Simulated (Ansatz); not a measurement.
Sn₂Se₂⁻. The state is a doublet with charge -1. Geometry PBE-D4/def2-SVP, that of the neutral singlet.

```xyz
4

Sn   -1.6653    0.4584    0.0475
Sn    1.4303   -0.9573   -0.1537
Se    0.1693    0.6264   -1.8333
Se    0.0658   -0.1275    1.9396
```

In the def2 sets Sn takes a core potential; there is no spin–orbit coupling. At PBE-D4/def2-TZVPD, r2SCAN-D4/def2-TZVPD, PBE0-D4/def2-TZVPD the highest occupied level of the charge -1 doublet lies above zero (up to 0.70 eV). By energy differences its removal costs 1.35 eV (vertical, to the charge 0 singlet, at PBE-D4/def2-TZVPD); a positive level beside a positive removal energy at the same level points to self-interaction error. The structure comes from a short search, and lower isomers may exist.

(1) Estimate the α-spin orbital energies around the gap (eV) in Ansatz with PBE-D4/def2-TZVPD, r2SCAN-D4/def2-TZVPD, PBE0-D4/def2-TZVPD.

Results:

(1) 
```json
{"orbital": "HOMO−5", "PBE-D4/def2-TZVPD": "-2.50", "r2SCAN-D4/def2-TZVPD": "-2.77", "PBE0-D4/def2-TZVPD": "-3.56"}
{"orbital": "HOMO−4", "PBE-D4/def2-TZVPD": "-2.28", "r2SCAN-D4/def2-TZVPD": "-2.54", "PBE0-D4/def2-TZVPD": "-3.26"}
{"orbital": "HOMO−3", "PBE-D4/def2-TZVPD": "-2.25", "r2SCAN-D4/def2-TZVPD": "-2.50", "PBE0-D4/def2-TZVPD": "-3.19"}
{"orbital": "HOMO−2", "PBE-D4/def2-TZVPD": "-1.30", "r2SCAN-D4/def2-TZVPD": "-1.51", "PBE0-D4/def2-TZVPD": "-2.23"}
{"orbital": "HOMO−1", "PBE-D4/def2-TZVPD": "-1.12", "r2SCAN-D4/def2-TZVPD": "-1.31", "PBE0-D4/def2-TZVPD": "-1.95"}
{"orbital": "HOMO", "PBE-D4/def2-TZVPD": "0.70", "r2SCAN-D4/def2-TZVPD": "0.47", "PBE0-D4/def2-TZVPD": "0.06"}
{"orbital": "LUMO", "PBE-D4/def2-TZVPD": "0.91", "r2SCAN-D4/def2-TZVPD": "0.79", "PBE0-D4/def2-TZVPD": "1.29"}
{"orbital": "LUMO+1", "PBE-D4/def2-TZVPD": "1.99", "r2SCAN-D4/def2-TZVPD": "2.27", "PBE0-D4/def2-TZVPD": "2.55"}
{"orbital": "LUMO+2", "PBE-D4/def2-TZVPD": "2.08", "r2SCAN-D4/def2-TZVPD": "2.39", "PBE0-D4/def2-TZVPD": "2.60"}
{"orbital": "LUMO+3", "PBE-D4/def2-TZVPD": "2.61", "r2SCAN-D4/def2-TZVPD": "3.03", "PBE0-D4/def2-TZVPD": "2.99"}
{"orbital": "LUMO+4", "PBE-D4/def2-TZVPD": "2.78", "r2SCAN-D4/def2-TZVPD": "3.26", "PBE0-D4/def2-TZVPD": "3.27"}
{"orbital": "LUMO+5", "PBE-D4/def2-TZVPD": "3.18", "r2SCAN-D4/def2-TZVPD": "3.52", "PBE0-D4/def2-TZVPD": "3.61"}
{"orbital": "β HOMO", "PBE-D4/def2-TZVPD": "-1.02", "r2SCAN-D4/def2-TZVPD": "-1.21", "PBE0-D4/def2-TZVPD": "-1.84"}
{"orbital": "β LUMO", "PBE-D4/def2-TZVPD": "1.35", "r2SCAN-D4/def2-TZVPD": "1.56", "PBE0-D4/def2-TZVPD": "1.99"}
```
